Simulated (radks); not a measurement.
Nb2+, configuration [Kr] 4d2 5s1 (not the ground configuration).

All-electron calculation, Dirac Kohn-Sham, PBE, spin-unpolarised, spherical densities, point nucleus; open shells fill j = l - 1/2 first. Program: a radial shooting solver on a logarithmic mesh with Libxc functionals.

Energy parts (hartree):
| part | energy |
|---|---|
| total | -3819.25760 |
| kinetic | 3953.67390 |
| electron-nucleus | -9193.28282 |
| Hartree | 1538.57203 |
| exchange-correlation | -118.22071 |

Orbitals (lengths in bohr, moments of r in powers of bohr; <r^-3> diverges for s and p1/2):
orbital  occ.  eigenvalue (hartree)      <r^4>  <r^-3>   <1/r>
1s1/2       2             -691.6776  7.987e-06       -   42.40
2s1/2       2             -97.42428   0.001491       -   9.626
2p1/2       2             -89.47030  0.0009952       -   9.600
2p3/2       4             -85.95067   0.001108    2210   9.164
3s1/2       2             -16.92216    0.07871       -   3.275
3p1/2       2             -13.92817    0.08252       -   3.172
3p3/2       4             -13.35792    0.09037   362.7   3.067
3d3/2       4              -8.07372    0.09835   52.19   2.872
3d5/2       6              -7.96754     0.1013   49.87   2.845
4s1/2       2              -2.92250      3.368       -   1.186
4p1/2       2              -2.08687      5.166       -   1.069
4p3/2       4              -2.00689      5.652   51.02   1.040
4d3/2       2              -0.80477      25.04   4.072  0.7465
4d5/2       0              -0.79671      25.81   3.877  0.7402
5s1/2       1              -0.67428      142.6       -  0.4362

The highest occupied level is 5s1/2 at -18.348 eV. The configuration is held as typed, so some empty levels lie below it. Summed over all electrons, <r^2> = 35.79 bohr^2, which gives a Langevin (diamagnetic) susceptibility term of -28.3 x 10^-6 cm^3/mol. The density falls to 0.001 e/bohr^3 at r = 4.09 bohr.
